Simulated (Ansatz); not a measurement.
Born–Oppenheimer molecular dynamics of C2H4BClFNS (11 atoms, charge 0, multiplicity 1). It starts from a relaxed structure.

The calculation used UKS PBE0-D4/STO-3G (Ansatz).

```json
{
 "ensemble": "NVE (velocity Verlet)",
 "time step": "0.25 fs",
 "steps asked": "203",
 "starting velocities drawn for": "1000 K",
 "masses": "H 2.014 u",
 "seed": "662709"
}
```

First frame:

```xyz
11
Properties=species:S:1:pos:R:3
N -1.851 -0.119 -0.439
B -0.686 0.575 -0.161
C 0.663 -0.125 0.148
S 0.947 -1.875 0.073
C 1.695 0.677 0.528
F 1.652 2.017 0.661
Cl 3.334 0.005 0.948
H -2.749 0.354 -0.641
H -1.944 -1.151 -0.454
H -0.739 1.744 -0.157
H -0.257 -2.159 -0.485
```

Q: How far do the bonds stretch over the last three quarters of this one trajectory? (Pairs bonded in most of those frames.)

A: 
```json
{"bond": "N1–B2", "mean (Å)": "1.394", "spread (Å)": "0.015", "shortest": "1.37", "longest": "1.42"}
{"bond": "N1–H8", "mean (Å)": "1.042", "spread (Å)": "0.020", "shortest": "1.01", "longest": "1.08"}
{"bond": "N1–H9", "mean (Å)": "1.043", "spread (Å)": "0.017", "shortest": "1.02", "longest": "1.07"}
{"bond": "B2–C3", "mean (Å)": "1.554", "spread (Å)": "0.023", "shortest": "1.53", "longest": "1.60"}
{"bond": "B2–H10", "mean (Å)": "1.175", "spread (Å)": "0.018", "shortest": "1.14", "longest": "1.21"}
{"bond": "C3–S4", "mean (Å)": "1.779", "spread (Å)": "0.052", "shortest": "1.69", "longest": "1.85"}
{"bond": "C3–C5", "mean (Å)": "1.364", "spread (Å)": "0.020", "shortest": "1.33", "longest": "1.39"}
{"bond": "S4–H11", "mean (Å)": "1.359", "spread (Å)": "0.009", "shortest": "1.34", "longest": "1.37"}
{"bond": "C5–F6", "mean (Å)": "1.348", "spread (Å)": "0.019", "shortest": "1.31", "longest": "1.38"}
{"bond": "C5–Cl7", "mean (Å)": "1.827", "spread (Å)": "0.023", "shortest": "1.78", "longest": "1.86"}
```

Mean temperature of the second half: 570 K. The conserved energy stayed within 0.034 meV per atom of its start (net change 0.027 meV per atom), so the integration is sound. The temperature averaged 0.57 of the 1000 K drawn at the start: a run that starts near a minimum puts about half its kinetic energy into the potential. A run of 0.051 ps of so small a system gives no equilibrium averages. Limits of this set-up: minimal basis.

Time of the run: 14 min on 1 thread of Arm Neoverse V2, with other jobs on the host, peak memory 0.18 GiB.
